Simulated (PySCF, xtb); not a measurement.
MoBr₃, SMILES [Br][Mo]([Br])[Br] (connectivity only; charge and spin as stated), neutral, multiplicity 4.

Harmonic wavenumbers (cm⁻¹) from xtb with GFN2-xTB at its own minimum, in rising order: 61, 61, 78, 212, 306, 307.

Q: What does B3LYP-D3(BJ)/def2-SVP (PySCF 2.14.0) give at its own minimum? (The exact figures need the calculation; the answer reports its results.)

A: 47, 62, 62, 225, 325, 325. Paired by order, the mean absolute difference is 13 cm⁻¹ and the zero-point energies are 1.5 and 1.5 kcal/mol.
